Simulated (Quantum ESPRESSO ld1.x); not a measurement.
ld1.x (Quantum ESPRESSO 7.5) input

```
 &input
    atom='Br',
    iswitch=1,
    rel=2,
    dft='SLA-VWN',
    config='[Ar] 3d10 4s2 4p2',
    rel_dist='energy',
    verbosity='high',
    lsmall=.true.,
    prefix='ld1',
    max_out_wfc=37,
    file_charge='ld1.rho',
 /
```

Command: `OMP_NUM_THREADS=1 ld1.x < ld1.in > ld1.out`

Output (excerpt):

```
     Program LD1 v.7.5 starts

     --------------------------- All-electron run ----------------------------

     dirac relativistic calculation

     atomic number is 35.00
     dft =SLA-VWN   lsd =0 sic =0 latt =0  beta=0.20 tr2=1.0E-14
     Exchange-correlation= SLA-VWN
                           (   1   2   0   0   0   0   0)
     mesh =2021 r(mesh) =  99.94819 a.u. xmin = -8.00 dx = 0.00800
     1 Ry =  13.60569312 eV, c = 137.03599908

     n l j   nl                  e(Ry)          e(Ha)          e(eV)
     Spin orbit split results
     1 0 0.5 1S 1( 2.00)    -979.768204348    -489.884102174 -13330.4255200
     2 0 0.5 2S 1( 2.00)    -129.970840933     -64.985420466  -1768.3433767
     2 1 0.5 2P 1( 2.00)    -117.437880015     -58.718940008  -1597.8237565
     2 1 1.5 2P 1( 4.00)    -113.952533201     -56.976266601  -1550.4031973
     3 0 0.5 3S 1( 2.00)     -20.238204894     -10.119102447   -275.3548052
     3 1 0.5 3P 1( 2.00)     -15.877063151      -7.938531576   -216.0184489
     3 1 1.5 3P 1( 4.00)     -15.373061155      -7.686530578   -209.1611524
     3 2 1.5 3D 1( 4.00)      -7.773497650      -3.886748825   -105.7638235
     3 2 2.5 3D 1( 6.00)      -7.693111310      -3.846555655   -104.6701116
     4 0 0.5 4S 1( 2.00)      -3.995336479      -1.997668240    -54.3593221
     4 1 0.5 4P 1( 2.00)      -2.980438041      -1.490219020    -40.5509254
     4 1 1.5 4P 1( 0.00)      -2.925498040      -1.462749020    -39.8034286
     Averaged results
     1 0     1S 1( 2.00)    -979.768204348    -489.884102174 -13330.4255200
     2 0     2S 1( 2.00)    -129.970840933     -64.985420466  -1768.3433767
     2 1     2P 1( 6.00)    -115.114315472     -57.557157736  -1566.2100504
     3 0     3S 1( 2.00)     -20.238204894     -10.119102447   -275.3548052
     3 1     3P 1( 6.00)     -15.541061821      -7.770530910   -211.4469179
     3 2     3D 1(10.00)      -7.725265846      -3.862632923   -105.1075964
     4 0     4S 1( 2.00)      -3.995336479      -1.997668240    -54.3593221
     4 1     4P 1( 2.00)      -2.943811374      -1.471905687    -40.0525942

     final scf error:  6.2E-15 reached in  34 iterations

     Etot =   -5201.551641 Ry,   -2600.775821 Ha,  -70770.715396 eV

     Ekin =    5332.389595 Ry,    2666.194798 Ha,   72550.856447 eV
     Encl =  -12481.984052 Ry,   -6240.992026 Ha, -169826.044581 eV
     Eh   =    2123.493743 Ry,    1061.746871 Ha,   28891.604214 eV
     Exc  =    -175.450927 Ry,     -87.725464 Ha,   -2387.131475 eV

     normalization and overlap integrals

     s(1S/1S) =  1.000000  <r> =   0.0428  <r2> =    0.0025  r(max) =   0.0279
     LC norm =  0.98393388 + SC norm =  0.01606612 =  1.00000000
     s(2S/2S) =  1.000000  <r> =   0.1895  <r2> =    0.0424  r(max) =   0.1596
     LC norm =  0.99682684 + SC norm =  0.00317316 =  1.00000000
     s(2P/2P) =  1.000000  <r> =   0.1629  <r2> =    0.0326  r(max) =   0.1255
     LC norm =  0.99682701 + SC norm =  0.00317299 =  1.00000000
     s(2P/2P) =  1.000000  <r> =   0.1668  <r2> =    0.0340  r(max) =   0.1286
     LC norm =  0.99690169 + SC norm =  0.00309831 =  1.00000000
     s(3S/3S) =  1.000000  <r> =   0.5521  <r2> =    0.3508  r(max) =   0.4851
     LC norm =  0.99923407 + SC norm =  0.00076593 =  1.00000000
     s(3P/3P) =  1.000000  <r> =   0.5571  <r2> =    0.3639  r(max) =   0.4736
     LC norm =  0.99928375 + SC norm =  0.00071625 =  1.00000000
     s(3P/3P) =  1.000000  <r> =   0.5676  <r2> =    0.3776  r(max) =   0.4851
     LC norm =  0.99930421 + SC norm =  0.00069579 =  1.00000000
     s(3D/3D) =  1.000000  <r> =   0.5854  <r2> =    0.4242  r(max) =   0.4268
     LC norm =  0.99942333 + SC norm =  0.00057667 =  1.00000000
     s(3D/3D) =  1.000000  <r> =   0.5894  <r2> =    0.4300  r(max) =   0.4303
     LC norm =  0.99942911 + SC norm =  0.00057089 =  1.00000000
     s(4S/4S) =  1.000000  <r> =   1.5451  <r2> =    2.7020  r(max) =   1.3616
     LC norm =  0.99986299 + SC norm =  0.00013701 =  1.00000000
     s(4P/4P) =  1.000000  <r> =   1.7440  <r2> =    3.4642  r(max) =   1.5230
     LC norm =  0.99989092 + SC norm =  0.00010908 =  1.00000000
     s(4P/4P) =  1.000000  <r> =   1.7705  <r2> =    3.5689  r(max) =   1.5475
     LC norm =  0.99989352 + SC norm =  0.00010648 =  1.00000000

     LC charge = 31.93081052 + SC charge =  0.06918948 = 32.00000000

     ------------------------ End of All-electron run ------------------------
```

Run on one thread of a shared host, so times are rough (Intel(R) Xeon(R) Processor @ 2.60GHz): 0.75 s of CPU time, 0.8 s wall, 34 iterations on 2021 mesh points.
